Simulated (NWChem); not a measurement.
Species: BSiH$_{4}$O$_{2}$F; SMILES OB(O)[SiH2]F

```xyz
9

Si    -0.6395     0.9465     0.0000
F      0.8132     1.7634     0.0000
B      0.0344    -0.9811     0.0000
O     -0.6723    -2.1520     0.0000
O      1.3975    -1.0823     0.0000
H     -1.4154     1.3859    -1.2148
H     -1.4154     1.3859     1.2148
H     -1.6342    -2.0189     0.0000
H      1.8056    -0.1939     0.0000
```
Atoms are numbered in this order, from 1.

All runs: NWChem. The geometry was optimised at PBE-D3(BJ)/def2-SVP. Atomic charges in e: unrestrained fits to the electrostatic potential beside Mulliken populations; buried atoms are poorly determined by the fit.

**Question.** Predict the results for B3LYP/def2-SVP. Quantities: ESP Si1; Mulliken Si1; ESP F2; Mulliken F2; ESP B3; Mulliken B3; ESP O4; Mulliken O4; ESP O5; Mulliken O5; relative RMS misfit of the potential (%).

**Answer.** 
```
Quantity                                  Value
----------------------------------------  -----
ESP Si1                                    0.47
Mulliken Si1                               0.50
ESP F2                                    -0.30
Mulliken F2                               -0.38
ESP B3                                     0.36
Mulliken B3                               -0.07
ESP O4                                    -0.51
Mulliken O4                               -0.11
ESP O5                                    -0.50
Mulliken O5                               -0.12
relative RMS misfit of the potential (%)     21
```
